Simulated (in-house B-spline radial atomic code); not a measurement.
How numerical settings move a run on the aluminium ion Al²⁺, [Ne] 3s1. Computed with an all-electron radial atomic-structure program (B-spline basis): non-relativistic LDA PW92, spherical fractional occupations, point nucleus.

Command:
```bash
python run_scf.py task.json out
```
Settings of the sound reference run:
```
Z                13
electrons        11
configuration    [Ne] 3s1
hamiltonian      nr
method           lda,pw
spin_polarised   False
knot_spacing     0.22
spline_order     8
gauss_points     12
box_radius       22.22
max_iterations   70
damping          0.5
damped_steps     3
diis_vectors     10
tolerance        1e-08
start            Thomas-Fermi
```

Cost of the run: 0.1 s on 1 thread of Intel(R) Xeon(R) 6975P-C, on a shared host.

It converges in 8 iterations to -240.385618 hartree, with 3s at -23.8851 eV. The other runs change the listed settings, some to values that make no sense; their results aren't properties of the atom or ion. Radii are in bohr (the nuclear one in fm), a minus after a letter asks for a j subshell, and «unchanged» means within 1e-8 hartree. The run stops when the residual is below 10 × tolerance × max(1, Z/10), or a noise floor if that is larger, and the energy moves by less than 1e-8 × √|E| hartree; so very loose and very tight tolerances often act alike.

```tsv
changed settings	outcome
spline_order = 10, max_iterations = 3, damped_steps = 1	not converged after 3 iterations, last residual 1.1e-01, last energy +2.15e-01 hartree from the reference
knot_spacing = 1.4, box_radius = 6.67, max_iterations = 60	converged in 8 iterations, energy +6.34e-01 hartree from the reference, 3s level +4.1e-02 eV (the program warns: 3s reaches the box edge; 1s reaches the box edge)
diis_vectors = 1	converged in 31 iterations, energy unchanged, 3s level -1.2e-06 eV
knot_spacing = 1	converged in 8 iterations, energy +3.78e-01 hartree from the reference, 3s level +2.3e-02 eV (the program warns: 2s reaches the box edge)
first_knot = 7.69e-05, max_iterations = 60, damped_steps = 0, diis_vectors = 4, tolerance = 1e-05	converged in 6 iterations, energy unchanged
knot_spacing = 0.55	converged in 8 iterations, energy +1.08e-03 hartree from the reference, 3s level +4.5e-04 eV
spline_order = 6	converged in 8 iterations, energy +5.01e-08 hartree from the reference
spline_order = 5	converged in 8 iterations, energy +1.23e-06 hartree from the reference, 3s level +8.8e-07 eV
knot_spacing = 0.75	converged in 8 iterations, energy +7.21e-02 hartree from the reference, 3s level +3.3e-03 eV
diis_vectors = 2	converged in 9 iterations, energy unchanged, 3s level -2.1e-06 eV
knot_spacing = 1.4	converged in 8 iterations, energy +4.49e+00 hartree from the reference, 3s level +2.6e-01 eV (the program warns: 1s reaches the box edge; 2s reaches the box edge)
gauss_points = 6, box_radius = 4.44, max_iterations = 75, start = bare nucleus	converged in 9 iterations, energy +2.20e-02 hartree from the reference, 3s level +8.9e-01 eV (the program warns: 3s reaches the box edge; 2p reaches the box edge)
spline_order = 4	converged in 8 iterations, energy +5.02e-05 hartree from the reference, 3s level +3.2e-05 eV
knot_spacing = 2	converged in 8 iterations, energy +1.18e+01 hartree from the reference, 3s level +1.1e+00 eV (the program warns: 3s reaches the box edge; 1s reaches the box edge)
```

(1) What happens with electrons = 12, configuration = [Ne] 3s1 4p-1, max_iterations = 60?

(2) What happens with spline_order = 10?

(3) What happens with knot_spacing = 0.4?

(4) What happens with diis_vectors = 0?

Results:

(1) Stopped with error: j subshells need the Dirac Hamiltonian and l > 0.

(2) Converged in 8 iterations, energy unchanged.

(3) Converged in 8 iterations, energy +7.91e-06 hartree from the reference, 3s level -3.0e-05 eV.

(4) Converged in 17 iterations, energy unchanged, 3s level +9.4e-07 eV.
